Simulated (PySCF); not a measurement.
## Exercise with solution: chemical shift, span and skew from a shielding tensor

C4H5NSi, SMILES N#CC1=CC[SiH2]1. Atoms are numbered in the order given.

```xyz
11

N     -0.1493    -3.0219     0.0000
C     -0.0139    -1.8710     0.0000
C      0.1122    -0.4468     0.0000
C      1.2475     0.2924     0.0000
C      0.8483     1.7614     0.0000
Si    -0.9460     1.1060     0.0000
H      2.2774    -0.0905     0.0000
H      1.1883     2.3105    -0.8931
H      1.1883     2.3105     0.8931
H     -1.7647     1.3613    -1.2169
H     -1.7647     1.3613     1.2169
```

Geometry optimised at ωB97X-D3(BJ)/def2-SVP. This is a generated structure with no PubChem entry under its InChIKey; it may be hypothetical.

GIAO shieldings from PBE0/pcSseg-1 in PySCF, non-relativistic, no solvent. The symmetric part of the tensor of C2 has the principal values -53.1, -46.9, 295.0 ppm. The same nucleus in TMS has σ = 186.3 ppm at this level (PySCF, at its B3LYP-D3(BJ)/def2-TZVP geometry).

Work out the isotropic shielding, the ¹³C shift against TMS, the span and the skew.


σ(iso) = (σ11 + σ22 + σ33)/3 = 65.0 ppm. δ = σ(ref) − σ(iso) = 186.3 − (65.0) = 121.3 ppm.
Span Ω = σ33 − σ11 = 348.1 ppm. Skew κ = 3(σ(iso) − σ22)/Ω = 0.96. Tumbling in solution averages the tensor to δ; in a static solid the shielding alone would spread this spin-1/2 line over Ω.
